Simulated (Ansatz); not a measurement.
`[CH3][In]([OH])[OH]` + `[OH][Sc]([F])[Cl]` → `[CH3][In]([OH])[Cl]` + `[OH][Sc]([OH])[F]`  (redistribution)

Program: Ansatz. Geometries: PBE0-D4/def2-TZVP. ΔE: electronic, gas phase. CCSD(T)/CBS adds triple-zeta CCSD(T) − MP2 to the extrapolated MP2 energy (def2 sets, frozen cores). DFT in def2-TZVPP. B3LYP here is the variant with VWN-RPA as its local correlation; programs differ in this. def2 core potentials past Kr. For In, Sc outer-core shells are correlated without core-valence functions, which leaves a few kJ/mol of doubt a bond. Scalar relativity is left out up to krypton. One conformer a species, not always the lowest.

`[CH3][In]([OH])[OH]`:

Z-matrix (Å, degrees):
```
C
In 1 2.127
H 1 1.090 2 109.8
H 1 1.090 2 109.5 3 119.6
H 1 1.089 2 109.4 3 -120.5
O 2 1.981 1 124.7 3 127.7
O 2 1.993 1 129.1 3 -52.4
H 6 0.961 2 111.0 1 179.9
H 7 0.959 2 114.4 1 0.1
```

`[OH][Sc]([F])[Cl]`:

```xyz
5

O    -1.112   -0.138    0.717
Sc    0.428    0.130   -0.250
F     1.208    1.790   -0.216
Cl    1.382   -1.571   -1.491
H    -1.906   -0.211    1.239
```

`[CH3][In]([OH])[Cl]`:

Cartesian coordinates in Å:
```
C -0.119 1.253 -0.536
In 0.381 -0.564 0.459
O -0.567 -2.300 0.471
Cl 2.284 -0.769 1.783
H -1.142 1.538 -0.290
H 0.570 2.033 -0.217
H -0.038 1.109 -1.613
H -1.369 -2.299 -0.057
```

`[OH][Sc]([OH])[F]`:

```xyz
6

O     0.790   -0.373    1.444
Sc    0.265   -0.178   -0.332
O    -1.295    0.712   -0.818
F     1.337   -0.897   -1.666
H     1.009   -0.443    2.367
H    -2.106    1.179   -0.995
```

Task: Is it downhill or uphill in electronic energy at CCSD(T)/CBS, and by how much? (Estimate.)

Result: Ansatz gave: Downhill: ΔE = -39.9 kJ/mol.

Task: What do these levels give: LDA (SPW92), revPBE-D4, B3LYP-D4, r2SCANh-D4, BHLYP-D4, ωB97M-V, PBE-QIDH, PBE, revPBE, B3LYP, BHLYP, CCSD/def2-TZVPP? (An estimate is asked.)

Result: Computed: LDA (SPW92) -41.2, revPBE-D4 -36.4, B3LYP-D4 -42.2, r2SCANh-D4 -39.4, BHLYP-D4 -46.0, ωB97M-V -42.1, PBE-QIDH -41.5, PBE -37.2, revPBE -35.7, B3LYP -41.4, BHLYP -45.0, CCSD/def2-TZVPP -41.5 kJ/mol.

Largest T1 diagnostic among the species: 0.016.

At CCSD(T), def2-SVP lies −8.9 kJ/mol from the extrapolated value and def2-TZVPP +0.6 kJ/mol. From PBE to PBE0 (25 % exact exchange), in def2-TZVPP and without D4, ΔE moves by −3.7 kJ/mol. Leaving LDA and LC-ωPBE aside and taking each functional with its dispersion term where it has one, the values spread over 9.6 kJ/mol, from BHLYP-D4 to revPBE-D4. LDA lies −4.0 kJ/mol from PBE without D4.
